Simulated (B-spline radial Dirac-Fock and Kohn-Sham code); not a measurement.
**Dipole and non-dipole photoemission parameters of Cr⁵⁺ 3d3/2**

System: Cr⁵⁺, [Ar] 3d1; threshold 88.46 eV (orbital energy of the model). The computed values come from a radial atomic solver: Dirac-Hartree-Slater photoionisation with a Latter tail; cross sections with all multipoles, angular parameters from the dipole term and its interference with E2.

For linearly polarised light dσ/dΩ = σ/(4π) [1 + β P₂(cos θ) + (δ + γ cos²θ) sin θ cos φ], with θ from the polarisation vector and φ the angle between the beam and the projection of the electron momentum on the plane normal to the polarisation.

```
hν (eV)    σ (kb)      β       γ      δ
    110       358  0.810  -0.008  0.012
    140         ?      ?       ?      ?
    150       177  1.084   0.023  0.018
    185       103  1.193   0.054  0.021
    200      82.8  1.219   0.069  0.023
    223      61.0  1.246   0.091  0.025
    224      60.2  1.247   0.092  0.025
    309      24.3  1.289   0.165  0.031
    600      3.02  1.156   0.333  0.052
    697      1.85  1.106   0.372  0.058
   1020     0.496  0.960   0.476  0.082
 1253.6     0.237  0.878   0.530  0.100
   1380     0.167  0.840   0.554  0.109
   1410     0.154  0.831   0.559  0.111
   1450     0.139  0.820   0.567  0.114
   1580     0.101  0.787   0.589  0.123
   2110    0.0334  0.680   0.666  0.161
   2770    0.0114  0.585   0.733  0.205
 2984.4   0.00840  0.560   0.749  0.219
   3610   0.00385  0.498   0.789  0.257
   4000   0.00251  0.466   0.807  0.280
   6000  0.000448  0.357   0.845  0.384
   6370  0.000346  0.344   0.848  0.402
   9810  5.27e-05  0.274   0.882  0.547
  11300  2.81e-05  0.251   0.897  0.603
```

Q: Give the values at 140 eV.

A: σ = 210 kb, β = 1.037, γ = 0.014, δ = 0.016.
